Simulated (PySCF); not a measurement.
CH5FOSi2. Atoms are numbered in the order given.

```xyz
10

F     -1.4826     1.6231    -0.7245
Si    -0.6963     0.6280     0.3249
C     -0.7523    -1.2640    -0.0612
O      0.6571    -1.5658     0.1109
Si     1.5159    -0.0769     0.0295
H     -1.1738     0.9998     1.7041
H     -1.3545    -1.8885     0.6344
H     -1.0948    -1.4881    -1.0978
H      2.1788     0.1705    -1.3022
H      2.5694    -0.0066     1.1012
```
Charge 0, spin multiplicity 1.

The structure is a stationary point at PBE-D3(BJ)/def2-SVP. The structure was generated by enumeration; whether it is a known compound was not checked.

All values below come from PBE-D3(BJ)/def2-SVP (PySCF).

Frequencies are harmonic and unscaled.

```
mode  ν (cm⁻¹)  IR (km/mol)   moving atoms (share of kinetic energy)
----  --------  -----------  ---------------------------------------
1           65          7.9  O 42 %, F 19 %, H 18 %, Si 11 %, C 11 %
2          170          4.0                  F 39 %, Si 35 %, H 19 %
3          219          5.8          H 30 %, F 28 %, Si 22 %, C 17 %
4          356          2.9  Si 32 %, H 22 %, O 20 %, F 14 %, C 12 %
5          419          6.8                  Si 58 %, H 24 %, O 14 %
6          466         13.9                          H 59 %, Si 37 %
7          593          9.0                           H 79 %, C 15 %
8          635         13.4                          H 77 %, Si 13 %
9          678         49.8                  C 37 %, H 33 %, Si 21 %
10         717         75.4          H 57 %, O 17 %, Si 12 %, C 12 %
11         749         77.6           H 42 %, O 28 %, Si 19 %, C 8 %
12         792          6.3                           H 72 %, F 16 %
13         821         99.3                          H 66 %, Si 19 %
14         881        156.0                  Si 43 %, F 35 %, H 18 %
15         935        133.4                           H 87 %, Si 9 %
16         988         77.9                   O 47 %, C 43 %, H 10 %
17        1153          1.7                                   H 90 %
18        1201          3.5                           H 74 %, C 19 %
19        1406          1.2                                   H 94 %
20        2138        134.9                                   H 97 %
21        2147        102.4                                   H 97 %
22        2163        132.2                                   H 96 %
23        2949         34.6                                   H 95 %
24        3013         13.6                           H 90 %, C 10 %
```
